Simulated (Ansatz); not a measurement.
`[CH3][InH][PH2]` + CH₄ → `[CH3][InH][CH3]` + PH₃  (formal exchange of groups at the In–P bond)

Isolated molecules relaxed with PBE0-D4/def2-TZVP in Ansatz; ΔE leaves out vibrations. CCSD(T)/CBS adds triple-zeta CCSD(T) − MP2 to the extrapolated MP2 energy (def2 sets, frozen cores). This one scheme is used for every species. Functionals use def2-TZVPP. B3LYP here is the variant with VWN-RPA as its local correlation; programs differ in this. HSE06 is defined as in plane-wave codes. def2 core potentials past Kr. For In outer-core shells are correlated without core-valence functions, which leaves a few kJ/mol of doubt a bond. One conformer a species, not always the lowest.

```tsv
level	ΔE (kcal/mol)
PBE-D4	21.7
PBE0-D4	21.8
B3LYP-D4	21.0
r2SCAN0-D4	21.9
B2PLYP	20.4
r2SCAN0	21.8
HSE06	21.6
MP2/def2-QZVPP	20.5
```

Q: What does CCSD(T)/CBS give? (Best estimate.)

A: Computed: +20.3 kcal/mol. The listed levels differ from it by 1.4, 1.5, 0.7, 1.6, 0.1, 1.5, 1.3, 0.2 kcal/mol.

Largest T1 diagnostic among the species: 0.013.

Leaving LDA and LC-ωPBE aside and taking each functional with its dispersion term where it has one, the values, not all of them listed here, spread over 2.3 kcal/mol, from ωB97X-V to B97M-V.
